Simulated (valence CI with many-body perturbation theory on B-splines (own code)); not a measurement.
# Pt⁷³⁺: electric-dipole lines

Computed by configuration interaction combined with many-body perturbation theory (CI+MBPT): three valence electrons over a frozen Dirac-Fock core [He], a basis of 11 s, 11 p, 10 d, 8 f, 5 g, 2 h functions for each j, with the one-electron correlation potential Σ1 (screened to all orders), the two-electron term Σ2, the three-electron term Σ3, Breit, model QED; selected single and double excitations, second order for the rest, scaled by the run's own slope (own B-spline code, finite nucleus).

The last digits are not significant, and no measured levels were compared; by estimate large intervals hold to a few tenths of a per cent, small ones and those within an open d or f shell to about a per cent.

Lines 101 to 150 of 575 in falling wavelength, among levels below 1300.8 Ry, chosen from the strongest by gf and those to the six lowest levels. Wavelengths and rates use the calculated energies. Electric multipoles are in the length gauge, E1 and E2 with the static RPA response of the core. Weak lines are less certain than strong ones. Lines between different terms over intervals too small for the method are left out, as are lines whose strength nearly cancels. The highest levels of a list are the least certain.

Levels are named by their leading jj configuration (3d3/2^4 stands for four electrons in 3d with j = 3/2), which in mixed levels can hold well under half, so a name can repeat and another be missing. Letters in brackets count levels of one name in rising energy.

```csv
λ vac (nm),Upper,Lower,A (s⁻¹),S (a.u.)
1.997,(2s 2p3/2 3d3/2) J=1/2 [b],(2s 2p3/2 3p1/2) J=1/2,1.23e+12,9.68e-03
1.997,(2p1/2 2p3/2 3p3/2) J=1/2 [a],(2p1/2 2p3/2 3s) J=1/2,1.23e+12,9.67e-03
1.996,(2p3/2^2 3p3/2) J=7/2,(2p3/2^2 3s) J=5/2,2.21e+12,6.94e-02
1.994,(2p3/2^2 3p3/2) J=5/2,(2p3/2^2 3s) J=5/2,1.15e+12,2.70e-02
1.990,(2s^2 3d5/2) J=5/2,(2s 2p1/2 3s) J=3/2,3.43e+11,7.99e-03
1.985,(2p1/2 2p3/2 3p3/2) J=5/2 [a],(2p1/2 2p3/2 3s) J=3/2 [a],2.11e+12,4.89e-02
1.985,(2p1/2 2p3/2 3d3/2) J=1/2 [a],(2p1/2 2p3/2 3p1/2) J=1/2,1.28e+12,9.85e-03
1.984,(2s 2p1/2 3p3/2) J=1/2,(2s 2p1/2 3s) J=1/2 [b],1.85e+12,1.43e-02
1.980,(2s 2p3/2 3p3/2) J=5/2 [b],(2s 2p3/2 3s) J=3/2 [b],2.09e+12,4.81e-02
1.979,(2p1/2 2p3/2 3p3/2) J=3/2 [a],(2p1/2 2p3/2 3s) J=1/2,5.49e+11,8.40e-03
1.965,(2p1/2 2p3/2 3p3/2) J=7/2,(2p1/2 2p3/2 3s) J=5/2,1.52e+12,4.56e-02
1.960,(2p3/2^2 3p3/2) J=3/2 [b],(2p3/2^2 3s) J=1/2,2.07e+12,3.07e-02
1.959,(2p1/2 2p3/2 3d3/2) J=5/2 [b],(2p1/2 2p3/2 3p1/2) J=5/2,5.38e+11,1.20e-02
1.957,(2s 2p3/2 3p3/2) J=7/2,(2s 2p3/2 3s) J=5/2,2.29e+12,6.76e-02
1.952,(2s 2p1/2 3d3/2) J=3/2 [b],(2s 2p1/2 3p1/2) J=3/2,6.61e+11,9.71e-03
1.947,(2p1/2 2p3/2 3p3/2) J=3/2 [b],(2p1/2 2p3/2 3s) J=3/2 [b],7.99e+11,1.16e-02
1.946,(2s 2p3/2 3p3/2) J=5/2 [a],(2s 2p3/2 3s) J=3/2 [a],1.02e+12,2.23e-02
1.930,(2s 2p3/2 3p3/2) J=1/2 [a],(2s 2p3/2 3s) J=3/2 [a],2.08e+12,1.48e-02
1.925,(2p1/2^2 3p3/2) J=3/2,(2p1/2^2 3s) J=1/2,2.21e+12,3.12e-02
1.919,(2s 2p3/2 3p3/2) J=3/2 [a],(2s 2p3/2 3s) J=5/2,5.12e+11,7.14e-03
1.919,(2s 2p1/2 3p3/2) J=3/2 [a],(2s 2p1/2 3s) J=1/2 [a],2.26e+12,3.15e-02
1.917,(2s 2p3/2 3p3/2) J=3/2 [b],(2s 2p3/2 3s) J=3/2 [b],1.09e+12,1.52e-02
1.914,(2s^2 3p3/2) J=3/2,(2s^2 3s) J=1/2,2.46e+12,3.40e-02
1.908,(2p1/2 2p3/2 3p3/2) J=5/2 [b],(2p1/2 2p3/2 3s) J=3/2 [b],1.06e+12,2.17e-02
1.899,(2p1/2 2p3/2 3p3/2) J=3/2 [b],(2p1/2 2p3/2 3s) J=1/2,7.37e+11,9.97e-03
1.897,(2s 2p1/2 3p3/2) J=5/2,(2s 2p1/2 3s) J=3/2,2.07e+12,4.17e-02
1.894,(2s 2p3/2 3p3/2) J=3/2 [b],(2s 2p3/2 3s) J=1/2,1.44e+12,1.93e-02
1.894,(2s 2p1/2 3p3/2) J=3/2 [b],(2s 2p1/2 3s) J=3/2,1.17e+12,1.56e-02
1.881,(2p1/2 2p3/2 3p3/2) J=5/2 [b],(2p1/2 2p3/2 3s) J=5/2,1.11e+12,2.19e-02
1.881,(2s 2p3/2 3p3/2) J=1/2 [b],(2s 2p3/2 3s) J=1/2,2.06e+12,1.36e-02
1.868,(2p1/2 2p3/2 3p3/2) J=3/2 [b],(2p1/2 2p3/2 3s) J=3/2 [a],7.80e+11,1.00e-02
1.862,(2p3/2^2 3p3/2) J=3/2 [a],(2p3/2^2 3s) J=3/2,1.99e+12,2.53e-02
1.859,(2s 2p3/2 3p3/2) J=5/2 [a],(2s 2p3/2 3s) J=5/2,1.45e+12,2.76e-02
1.843,(2p1/2 2p3/2 3p3/2) J=1/2 [b],(2p1/2 2p3/2 3s) J=3/2 [b],2.18e+12,1.35e-02
1.827,(2p3/2^2 3p3/2) J=3/2 [a],(2p3/2^2 3s) J=5/2,5.28e+11,6.36e-03
0.7917,(2s^2 2p3/2) J=3/2,(2s 2p1/2^2) J=1/2,7.04e+10,6.90e-05
0.5990,(2p3/2^2 3d5/2) J=9/2,(2p1/2 2p3/2 3p3/2) J=7/2,2.90e+12,3.07e-03
0.5988,(2p3/2^2 3p3/2) J=5/2,(2s 2p3/2 3p3/2) J=3/2 [b],7.79e+12,4.96e-03
0.5984,(2p3/2^2 3d5/2) J=7/2,(2s 2p3/2 3d5/2) J=5/2 [b],5.47e+12,4.63e-03
0.5977,(2s 2p1/2 2p3/2) J=3/2 [a],(2s^2 2p1/2) J=1/2,1.81e+11,7.62e-05
0.5949,(2p3/2^2 3d5/2) J=1/2,(2s 2p3/2 3d5/2) J=3/2 [b],1.12e+13,2.34e-03
0.5931,(2p3/2^2 3p3/2) J=7/2,(2s 2p3/2 3p3/2) J=5/2 [b],1.39e+13,1.15e-02
0.5930,(2p3/2^2 3p3/2) J=5/2,(2s 2p3/2 3p3/2) J=5/2 [b],3.04e+12,1.88e-03
0.5926,(2s 2p3/2^2) J=5/2,(2s^2 2p3/2) J=3/2,4.55e+12,2.81e-03
0.5920,(2p3/2^2 3d3/2) J=1/2,(2s 2p3/2 3d3/2) J=1/2 [b],1.07e+13,2.20e-03
0.5920,(2p3/2^2 3d5/2) J=7/2,(2s 2p3/2 3d5/2) J=7/2 [b],2.73e+12,2.23e-03
0.5919,(2p3/2^2 3d5/2) J=9/2,(2s 2p3/2 3d5/2) J=7/2 [b],9.67e+12,9.89e-03
0.5917,(2p3/2^2 3s) J=5/2,(2s 2p3/2 3s) J=3/2 [b],1.20e+13,7.38e-03
0.5906,(2p3/2^2 3d3/2) J=7/2,(2s 2p3/2 3d3/2) J=5/2 [b],1.20e+13,9.79e-03
0.5905,(2p3/2^2 3d3/2) J=5/2,(2s 2p3/2 3d3/2) J=5/2 [b],4.35e+12,2.65e-03
```
